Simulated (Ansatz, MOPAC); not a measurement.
Gas-phase reaction in SMILES: CN[SiH3] → [CH2]N[SiH3] + H atom (the C-H bond breaks)

Quantity: bond dissociation energy (enthalpy at 298 K), in kcal/mol. Set-up: spin-orbit terms left out; open shells spin-unrestricted; non-relativistic; 6-311+G** with 5d, 6d on Na to Ar in Ansatz (a first-principles code); valence correlation only; six Cartesian d functions in 6-31G* and its kin unless marked 5d; dispersion terms only where a functional's name holds one. Basis-set limits of correlation are two-point, X^-3; Hartree-Fock from the larger set. First-principles rows: single points at B3LYP-D3(BJ) geometries (Ansatz), with unscaled harmonic terms from B3LYP/6-31G* (Ansatz) at its own minima. Semi-empirical rows: MOPAC heats of formation at their own minima for 298 K.

Coupled cluster (Ansatz) is a level with limits of its own, used here on species with T1 under 0.025 (0.045 for open shells) and stable references: CCSD(T)/CBS(aug-cc-pV(T+d)Z,aug-cc-pV(Q+d)Z).

Value to compare with, CCSD(T)/CBS(aug-cc-pV(T+d)Z,aug-cc-pV(Q+d)Z) (Ansatz): 92.0 kcal/mol.

```json
[
 {"level": "PM6", "program": "MOPAC", "bond dissociation energy (enthalpy at 298 K) (kcal/mol)": "72.1", "difference": "-19.9"},
 {"level": "MNDO", "program": "MOPAC", "bond dissociation energy (enthalpy at 298 K) (kcal/mol)": "74.4", "difference": "-17.6"},
 {"level": "HF/STO-3G", "program": "Ansatz", "bond dissociation energy (enthalpy at 298 K) (kcal/mol)": "96.3", "difference": "4.3"},
 {"level": "PBE/6-311+G**", "program": "Ansatz", "bond dissociation energy (enthalpy at 298 K) (kcal/mol)": "86.8", "difference": "-5.2"},
 {"level": "B3LYP/STO-3G", "program": "Ansatz", "bond dissociation energy (enthalpy at 298 K) (kcal/mol)": "115.2", "difference": "23.2"},
 {"level": "B3LYP/3-21G", "program": "Ansatz", "bond dissociation energy (enthalpy at 298 K) (kcal/mol)": "90.9", "difference": "-1.1"},
 {"level": "B3LYP/6-31G*", "program": "Ansatz", "bond dissociation energy (enthalpy at 298 K) (kcal/mol)": "91.5", "difference": "-0.5"},
 {"level": "PBE0/6-311+G**", "program": "Ansatz", "bond dissociation energy (enthalpy at 298 K) (kcal/mol)": "87.8", "difference": "-4.2"},
 {"level": "MP2/3-21G", "program": "Ansatz", "bond dissociation energy (enthalpy at 298 K) (kcal/mol)": "82.0", "difference": "-10.0"},
 {"level": "wB97X-V/def2-TZVPD", "program": "Ansatz", "bond dissociation energy (enthalpy at 298 K) (kcal/mol)": "90.6", "difference": "-1.4"}
]
```

Among the 9 habitual levels, B3LYP/STO-3G lies farthest from CCSD(T)/CBS(aug-cc-pV(T+d)Z,aug-cc-pV(Q+d)Z) (Ansatz) (23.2 kcal/mol) and B3LYP/6-31G* nearest (-0.5); 2 of 9 lie above it, and their mean absolute difference is 9.6 kcal/mol, the median 5.2. One case shows no general order.

The levels are drawn from those run, B3LYP/6-31G* more often than the rest, none by its result; left out are runs that failed, that the program found above a lower state of the same kind, or whose <S^2> lies over 0.5 above the pure value.
